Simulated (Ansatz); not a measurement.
`BCCI`, relaxed with RKS PBE0-D4/def2-TZVP in the Gaussian-basis code of Ansatz from a PBE-D4/def2-SVP geometry. The force threshold is 0.005 eV/Å; the program also tests the step.

Total charge 0; spin multiplicity 1. I takes the def2 core potential.

Start:

```xyz
10

B     0.985    0.828   -0.893
C     0.068   -0.335   -0.400
C    -0.549   -0.191    0.975
I    -2.072   -1.715    1.416
H     1.665    0.663   -1.889
H     0.983    1.920   -0.354
H     0.532   -1.333   -0.555
H    -0.727   -0.295   -1.196
H    -1.076    0.771    1.111
H     0.191   -0.312    1.787
```

```tsv
step	energy (eV)	largest force (eV/Å)	largest move (Å)
1	-10946.3595	0.580	0.000
2	-10946.3979	0.264	0.077
3	-10946.4055	0.093	0.028
4	-10946.4061	0.037	0.007
5	-10946.4078	0.040	0.116
6	-10946.4083	0.035	0.045
7	-10946.4085	0.052	0.053
8 (rejected)	-10946.4083	0.074	0.024
9	-10946.4087	0.013	0.012
10	-10946.4088	0.005	0.015
11	-10946.4089	0.016	0.037
12	-10946.4089	0.015	0.021
13	-10946.4089	0.010	0.024
14	-10946.4089	0.007	0.016
15 (rejected)	-10946.4089	0.017	0.047
16	-10946.4089	0.002	0.015
```

End:

```xyz
10

B     1.000    0.810   -0.869
C     0.016   -0.313   -0.433
C    -0.594   -0.155    0.937
I    -1.943   -1.754    1.451
H     1.519    0.739   -1.945
H     1.256    1.745   -0.164
H     0.548   -1.272   -0.523
H    -0.761   -0.388   -1.207
H    -1.193    0.749    1.024
H     0.152   -0.161    1.729
```

Hardware: 4 threads of an Arm Neoverse V1 on a shared host. Wall time 44 s, peak host memory 0.43 GiB.
